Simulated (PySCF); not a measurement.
- σ from GIAO-PBE0/pcSseg-1
- GFN2-xTB structure
- program: PySCF 2.14.0 with density-fitted response routines
- no solvent, averaged over atoms made equivalent by symmetry, fast rotation or ring inversion, non-relativistic Hamiltonian, one computed conformer

Chemical shifts δ = σref − σ; TMS for 1H (σ = 31.72 ppm), 13C (σ = 186.93 ppm), all at this level. Shifts are as computed. Against solution values, carbons near 30 ppm lie about +3 ppm off and those near 130 ppm about +5 ppm. Of 1211 compounds with measured shifts, 218 miss one by over three times the rms of a fit or turn the order of signals round; such compounds aren't used in these exercises.

Question: Order these molecules by the shift of their most deshielded carbon-bound hydrogen, lowest δ first.
A. C#CC1=CC(F)=C[SiH2]1
B. C#C[C@H](C)C(=O)[SiH3]
C. CC(C)(C)[C@@H]1C[C@@H]1F

Answer: B (3.21 ppm, hydrogen on an sp3 CH α to a carbonyl), C (4.67 ppm, hydrogen on a three-membered-ring carbon), A (7.18 ppm, hydrogen on an alkene CH).

Question: Order these molecules by the shift of their most deshielded carbon, lowest δ first.
A. C#C[C@H](C)C(=O)[SiH3]
B. CC(C)(C)[C@@H]1C[C@@H]1F
C. C#CC1=CC(F)=C[SiH2]1
D. C#CC1=CC=C[Si@H]1F
E. [SiH3]Cc1ccoc1

Answer: B (76.0 ppm, three-membered-ring carbon), E (148.2 ppm, aromatic CH next to the ring oxygen), D (162.2 ppm, alkene CH), C (181.7 ppm, fully substituted alkene carbon), A (238.5 ppm, carbonyl carbon).

Question: How many 13C and 1H signals does each give (equivalence by symmetry and fast rotation, but not about amide C–N or C=N bonds)? `[SiH3]Cc1ccoc1`, `C#CC1=CC=C[Si@H]1F`, `C#C[C@H](C)C(=O)[SiH3]`, `C#CC1=CC(F)=C[SiH2]1`, `CC(C)(C)[C@@H]1C[C@@H]1F`

Answer: [SiH3]Cc1ccoc1: 5 C, 5 H; C#CC1=CC=C[Si@H]1F: 6 C, 5 H; C#C[C@H](C)C(=O)[SiH3]: 5 C, 4 H; C#CC1=CC(F)=C[SiH2]1: 6 C, 4 H; CC(C)(C)[C@@H]1C[C@@H]1F: 5 C, 5 H.
